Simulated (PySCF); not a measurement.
Isomers of C3H15NO2Si3, mass 181.041 u with the commonest isotopes. Level of theory: PBE0/pcSseg-1 in PySCF (dipole) on a GFN2-xTB geometry, gas phase. One conformer each, none proved a minimum here; rigid rotors.

Task: Order these by rotational constant C, smallest first.
A. `[CH3:1][O:2][Si@@H:3]([CH3:4])[Si@:5]([CH3:6])([OH:7])[SiH2:8][NH2:9]` with C1–O2–Si3–C4 50°, O2–Si3–Si5–C6 -139°, Si3–Si5–O7–H -73°, Si3–Si5–Si8–N9 40°, Si5–Si8–N9–H -41° and -177°
B. `[CH3:1][CH2:2][Si@H:3]([NH:4][CH3:5])[Si:6]([OH:7])([OH:8])[SiH3:9]` with C1–C2–Si3–N4 69°, C2–Si3–N4–C5 50°, C2–Si3–Si6–O7 -140°, Si3–Si6–O7–H 172°, Si3–Si6–O8–H -49°
C. `[CH3:1][C@@H:2]([O:3][SiH3:4])[Si@@:5]([CH3:6])([OH:7])[SiH2:8][NH2:9]` with C1–C2–O3–Si4 -66°, C1–C2–Si5–C6 170°, C2–Si5–O7–H -43°, C2–Si5–Si8–N9 -70°, Si5–Si8–N9–H 180° and -42°

Result: C (463.2 MHz), A (542.3 MHz), B (574.6 MHz).

Task: Order these by rotational constant A, largest first.
A. `[CH3:1][C@@H:2]([O:3][SiH3:4])[Si@@:5]([CH3:6])([OH:7])[SiH2:8][NH2:9]` with C1–C2–O3–Si4 -66°, C1–C2–Si5–C6 170°, C2–Si5–O7–H -43°, C2–Si5–Si8–N9 -70°, Si5–Si8–N9–H 180° and -42°
B. `[CH3:1][CH2:2][Si@H:3]([NH:4][CH3:5])[Si:6]([OH:7])([OH:8])[SiH3:9]` with C1–C2–Si3–N4 69°, C2–Si3–N4–C5 50°, C2–Si3–Si6–O7 -140°, Si3–Si6–O7–H 172°, Si3–Si6–O8–H -49°
C. `[CH3:1][O:2][Si@@H:3]([CH3:4])[Si@:5]([CH3:6])([OH:7])[SiH2:8][NH2:9]` with C1–O2–Si3–C4 50°, O2–Si3–Si5–C6 -139°, Si3–Si5–O7–H -73°, Si3–Si5–Si8–N9 40°, Si5–Si8–N9–H -41° and -177°

Result: A (1652 MHz), B (1148 MHz), C (1055 MHz).

Task: Order these by rotational constant B, smallest first.
A. `[CH3:1][O:2][Si@@H:3]([CH3:4])[Si@:5]([CH3:6])([OH:7])[SiH2:8][NH2:9]` with C1–O2–Si3–C4 50°, O2–Si3–Si5–C6 -139°, Si3–Si5–O7–H -73°, Si3–Si5–Si8–N9 40°, Si5–Si8–N9–H -41° and -177°
B. `[CH3:1][CH2:2][Si@H:3]([NH:4][CH3:5])[Si:6]([OH:7])([OH:8])[SiH3:9]` with C1–C2–Si3–N4 69°, C2–Si3–N4–C5 50°, C2–Si3–Si6–O7 -140°, Si3–Si6–O7–H 172°, Si3–Si6–O8–H -49°
C. `[CH3:1][C@@H:2]([O:3][SiH3:4])[Si@@:5]([CH3:6])([OH:7])[SiH2:8][NH2:9]` with C1–C2–O3–Si4 -66°, C1–C2–Si5–C6 170°, C2–Si5–O7–H -43°, C2–Si5–Si8–N9 -70°, Si5–Si8–N9–H 180° and -42°

Result: C (528.3 MHz), B (620.5 MHz), A (766.3 MHz).

```tsv
SMILES	point group	Ia (u·Å²)	Ib (u·Å²)	Ic (u·Å²)	κ	μa (D)	μb (D)	μc (D)
C[C@@H](O[SiH3])[Si@@](C)(O)[SiH2]N	C1	305.89	956.53	1090.98	-0.89	0.45	0.61	0.09
CO[Si@@H](C)[Si@](C)(O)[SiH2]N	C1	479.26	659.50	931.86	-0.13	2.34	1.16	0.31
CC[Si@H](NC)[Si](O)(O)[SiH3]	C1	440.21	814.53	879.51	-0.84	0.03	0.66	0.33
```
